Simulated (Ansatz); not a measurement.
Consider the substitution at a C–Si bond: `C=C[SiH](F)[GeH3]` + `[NH2][GeH3]` → `C=C[NH][GeH3]` + `F[SiH2][GeH3]`.

Isolated molecules relaxed with PBE0-D4/def2-TZVP in Ansatz; ΔE leaves out vibrations. CCSD(T)/CBS adds triple-zeta CCSD(T) − MP2 to the extrapolated MP2 energy (def2 sets, frozen cores). DFT in def2-TZVPP. HSE06 is defined as in plane-wave codes. For Ge outer-core shells are correlated without core-valence functions, which leaves a few kJ/mol of doubt a bond. Scalar relativity is left out up to krypton. Each species was taken in one conformer, which may not be the lowest.

Task: Is it downhill or uphill in electronic energy at CCSD(T)/CBS, and by how much? (An estimate is asked.)

Result: Computed: Uphill: ΔE = +11.2 kcal/mol.

Task: What do these levels give: BLYP-D4, HSE06-D4, r2SCAN0, RPA@PBE/def2-TZVPP, HF/def2-TZVPP, MP2/def2-QZVPP? (Best estimate.)

Result: The calculation gave: BLYP-D4 8.6, HSE06-D4 9.0, r2SCAN0 9.2, RPA@PBE/def2-TZVPP 10.0, HF/def2-TZVPP 9.3, MP2/def2-QZVPP 11.0 kcal/mol.

Largest T1 diagnostic among the species: 0.012.

At CCSD(T), def2-SVP lies −4.7 kcal/mol from the extrapolated value and def2-TZVPP −0.5 kcal/mol. From BLYP to BHLYP (50 % exact exchange), in def2-TZVPP and without D4, ΔE moves by +0.8 kcal/mol. Leaving LDA and LC-ωPBE aside and taking each functional with its dispersion term where it has one, the values, not all of them listed here, spread over 2.0 kcal/mol, from PBE-D4 to ωB97M-V. LDA lies −2.3 kcal/mol from PBE without D4.
